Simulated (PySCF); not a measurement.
# CeH: from constants to spectrum

ωB97M-V constants of CeH, quartet, about 1.2 electrons in the 4f shell (Mulliken), real f orbitals that mix terms (basis Ce x2c-TZVPPall, H x2c-TZVPPall; spin-free X2C with a Gaussian nucleus; PySCF 2.14; masses 139.9054 and 1.0078 u):

* ωe: 1334.8 cm⁻¹
* ωexe: 15.2 cm⁻¹
* Be: 3.927 cm⁻¹
* αe: 0.0726 cm⁻¹
* De to Ce (4f1 5d1 6s2) + H: 2.78 eV

(1) What force constant and bond length do these constants imply?

(2) Estimate the centrifugal constant D from the Kratzer relation and find the Dunham coefficient a1.

These are scalar-relativistic numbers at best; spin–orbit coupling would shift them, the dissociation energy most. The state is the lowest single determinant that the PBE0 search found; with open d or f shells the true ground state can be another one.

Answers

(1) Reduced mass μred = 1.0006 u; k = 5.8918×10⁻⁷·μred·ωe² (u, cm⁻¹, mdyn/Å) = 1.05 mdyn/Å; Re = √(16.8576/(μred·Be)) (u, cm⁻¹, Å) = 2.071 Å.

(2) D = 4Be³/ωe² = 0.000136 cm⁻¹; a1 = −1 − αeωe/(6Be²) = -2.05.
